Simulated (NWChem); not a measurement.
## Correlation energy of Br (-1)

```
Br
```
Charge -1, spin multiplicity 1.

All runs are NWChem calculations.

Basis set: def2-TZVPD. Each correlation energy counts from its own Hartree-Fock reference.

The Hamiltonian is non-relativistic. The correlated methods keep 9 core orbitals frozen. No row is a measurement; the coupled-cluster row has its own basis-set and correlation limits.

Problem. Order these methods by the correlation energy they give, lowest first: MP2, SCS-MP2, CCSD, CCSD+T(CCSD), CR-CCSD[T].

Solution. CCSD+T(CCSD) (-299.5 mHa), CR-CCSD[T] (-297.9 mHa), CCSD (-289.9 mHa), MP2 (-284.4 mHa), SCS-MP2 (-266.0 mHa)
